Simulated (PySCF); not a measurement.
PySCF input for Zn(Et)2 (C₄H₁₀Zn), SMILES C[CH2][Zn][CH2]C, KT2/pcSseg-1. Coordinates come from a PBE-D3(BJ)/def2-SVP optimisation. The isomer is the one that the SMILES or the coordinates give; other isomers of the formula were not compared. The values are those of a single conformer.

```python
import numpy as np
from pyscf import gto, scf, dft
from pyscf.prop.nmr import rks as nmr

mol = gto.M(
    atom='''
    Zn   -0.00000000   -0.00000000    0.16919756
    C     0.61431114    1.86558663    0.17073534
    C    -0.36826191    2.87857111   -0.43517062
    H     0.85389002    2.14362609    1.22180439
    H     1.58699651    1.90328418   -0.36955433
    H    -0.60031516    2.65381121   -1.49775752
    H    -1.33871740    2.89578167    0.10460400
    H     0.02626633    3.91888897   -0.41044826
    C    -0.61431115   -1.86558662    0.17073533
    C     0.36826192   -2.87857111   -0.43517062
    H    -0.85389005   -2.14362608    1.22180438
    H    -1.58699650   -1.90328418   -0.36955436
    H     0.60031519   -2.65381121   -1.49775750
    H     1.33871740   -2.89578167    0.10460402
    H    -0.02626633   -3.91888898   -0.41044825
    ''',
    basis='pcSseg-1',
    charge=0,
    spin=0,
    max_memory=1600,
    verbose=3,
)
mf = dft.RKS(mol, xc='kt2').density_fit(auxbasis='def2-universal-jkfit')
mf.grids.level = 3
mf.conv_tol = 1e-10
mf.max_cycle = 100
mf.kernel()
n = nmr.NMR(mf)
n.verbose = 2
n.max_cycle_cphf = 60
sigma = n.kernel()
print('atom   isotropic/ppm   span/ppm')
for i, s in enumerate(sigma):
    w = np.linalg.eigvalsh((s + s.T) / 2)
    print(f'{mol.atom_symbol(i):2s}{i + 1:3d} {w.mean():14.3f} {w[2] - w[0]:11.3f}')
```

Program output:

```
converged SCF energy = -1948.14674048599
atom   isotropic/ppm   span/ppm
Zn  1       1501.313    1508.499
C   2        173.447      24.983
C   3        168.473      23.826
H   4         30.513      10.862
H   5         30.444      10.530
H   6         29.808      10.487
H   7         29.822      10.430
H   8         29.533      12.642
C   9        173.447      24.983
C  10        168.473      23.826
H  11         30.513      10.862
H  12         30.444      10.530
H  13         29.808      10.487
H  14         29.822      10.430
H  15         29.533      12.642
```

The calculation finished and met its thresholds.
